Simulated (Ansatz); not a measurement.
Consider the substitution at a C–C bond: `C/N=C\CN` + `[NH2][AlH2]` → `NC[NH][AlH2]` + `C=NC`.

Computed with Ansatz on PBE0-D4/def2-TZVP structures; ΔE is electronic, products minus reactants. CCSD(T)/CBS adds triple-zeta CCSD(T) − MP2 to the extrapolated MP2 energy (def2 sets, frozen cores). This one scheme is used for every species. DFT in def2-TZVPP. Each species was taken in one conformer, which may not be the lowest.

```
         level  ΔE (kJ/mol)
        B2PLYP         23.8
MP2/def2-TZVPP         26.5
```

(1) What does CCSD(T)/CBS give? (An estimate is asked.)

Largest T1 diagnostic among the species: 0.011.

Results:

(1) Ansatz gave: +27.0 kJ/mol. The listed levels differ from it by -3.2, -0.5 kJ/mol.
